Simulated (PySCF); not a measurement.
Highest harmonic wavenumber (cm⁻¹) of eight halogen compounds: PBE-D3(BJ) beside B3LYP-D3(BJ), computed with PySCF for isolated molecules in the bases named; differences from unrounded values. The eight are the first of their class met in an unordered collection, after screening for sound electronic states; none was chosen by its value. Each level has its own optimised geometry.

```json
[
 {"molecule": "1,2-difluorocyclopenta-1,3-diene (C5H4F2), SMILES FC1=C(F)CC=C1", "basis": "def2-SVP", "B3LYP-D3(BJ)": "3241", "PBE-D3(BJ)": "(withheld)", "difference": "(withheld)"},
 {"molecule": "1,3-dichlorobuta-1,2-diene (C4H4Cl2), SMILES CC(Cl)=C=CCl", "basis": "def2-SVP", "B3LYP-D3(BJ)": "3182", "PBE-D3(BJ)": "3108", "difference": "-74"},
 {"molecule": "Se(Cl)(SMe) (CH₃ClSSe), SMILES CS[Se]Cl", "basis": "def2-SVP", "B3LYP-D3(BJ)": "3169", "PBE-D3(BJ)": "3110", "difference": "-58"},
 {"molecule": "trans-(1R,2R)-1-chloro-2-methylcyclopropane (C4H7Cl), SMILES C[C@@H]1C[C@H]1Cl", "basis": "def2-SVP", "B3LYP-D3(BJ)": "3220", "PBE-D3(BJ)": "3160", "difference": "-60"},
 {"molecule": "(E)-3-chloropent-3-en-1-yne (C5H5Cl), SMILES C#C/C(Cl)=C\\C", "basis": "def2-SVP", "B3LYP-D3(BJ)": "3470", "PBE-D3(BJ)": "(withheld)", "difference": "(withheld)"},
 {"molecule": "C2Br2F2, SMILES F/C(Br)=C(\\F)Br", "basis": "def2-SVP", "B3LYP-D3(BJ)": "1739", "PBE-D3(BJ)": "1679", "difference": "-59"},
 {"molecule": "3-fluoropenta-1,4-diyne (C5H3F), SMILES C#CC(F)C#C", "basis": "def2-SVP", "B3LYP-D3(BJ)": "3469", "PBE-D3(BJ)": "(withheld)", "difference": "(withheld)"},
 {"molecule": "C4H4ClF, SMILES CC(Cl)=C=CF", "basis": "def2-SVP", "B3LYP-D3(BJ)": "3172", "PBE-D3(BJ)": "3095", "difference": "-77"}
]
```

**Question.** Complete the blanks. (Estimate from the structure and the level; the computed values follow.)

**Answer.** 
- 3-fluoropenta-1,4-diyne (C5H3F), SMILES C#CC(F)C#C, PBE-D3(BJ): 3406
- 3-fluoropenta-1,4-diyne (C5H3F), SMILES C#CC(F)C#C, difference: -64
- (E)-3-chloropent-3-en-1-yne (C5H5Cl), SMILES C#C/C(Cl)=C\C, PBE-D3(BJ): 3406
- (E)-3-chloropent-3-en-1-yne (C5H5Cl), SMILES C#C/C(Cl)=C\C, difference: -63
- 1,2-difluorocyclopenta-1,3-diene (C5H4F2), SMILES FC1=C(F)CC=C1, PBE-D3(BJ): 3178
- 1,2-difluorocyclopenta-1,3-diene (C5H4F2), SMILES FC1=C(F)CC=C1, difference: -63

PBE-D3(BJ) lies below B3LYP-D3(BJ) in 8 and above it in 0 of the eight; the mean signed difference is -65 and the largest -77 cm⁻¹.
